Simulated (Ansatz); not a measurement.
Basis-set extrapolation for C₃H₈AlCl (PBE0-D4/def2-TZVP geometry, frozen core, Ansatz 0.2.0). Multiplicity 1, RHF reference.

|  | def2-TZVPP | def2-QZVPP |
| --- | --- | --- |
| HF | -819.735706 | -819.761149 |
| MP2 correlation | -0.801012 | -0.859674 |
| CCSD(T) correlation | -0.897797 | not run |

Energies in hartree. Use E(X) = E(∞) + A·exp(−7.88·√X) for Hartree–Fock and E(X) = E(∞) + B·X^(−2.97) for correlation, with X = 3 and 4, and add CCSD(T) minus MP2 of the smaller set to the MP2 limit.

What is the CCSD(T) energy at the basis-set limit?

HF limit: -819.761149 + (-0.025443) × 0.13774 = -819.76465. MP2 limit: -0.859674 + (-0.058662) × 0.74074 = -0.90313. Higher-order term: -0.897797 − (-0.801012) = -0.09679. Total: -820.76457 hartree, 82.2 kcal/mol below CCSD(T)/def2-TZVPP.
